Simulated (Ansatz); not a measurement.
Isolated molecules relaxed with PBE0-D4/def2-TZVP in Ansatz; ΔE leaves out vibrations. CCSD(T)/CBS adds triple-zeta CCSD(T) − MP2 to the extrapolated MP2 energy (def2 sets, frozen cores). Functionals use def2-TZVPP. For Ge outer-core shells are correlated without core-valence functions, which leaves a few kJ/mol of doubt a bond. Scalar relativity is left out up to krypton. One conformer a species, not always the lowest.

`[CH3][GeH]([CH3])[SiH3]` + `[SiH3]SS` → `[SiH3]SS[SiH3]` + `[CH3][GeH2][CH3]`  (cleavage of the Si–Ge bond)

```tsv
level	ΔE (kcal/mol)
ωB97X-V	-10.4
HF/def2-TZVPP	-11.6
MP2/def2-TZVPP	-11.9
HF/CBS(def2)	-11.8
```

Task: What does CCSD(T)/CBS give? (Estimate.)

Result: Ansatz gave: -11.0 kcal/mol. The listed levels differ from it by 0.6, -0.6, -0.9, -0.8 kcal/mol.

Largest T1 diagnostic among the species: 0.012.

The D4 term adds −0.9 kcal/mol with B3LYP and −0.4 kcal/mol with PBE0; it sums over pairs of atoms, weighted by their polarisabilities, and B3LYP, whose exchange is more repulsive, gets the larger term.

B3LYP here is the variant with VWN-RPA as its local correlation; programs differ in this.
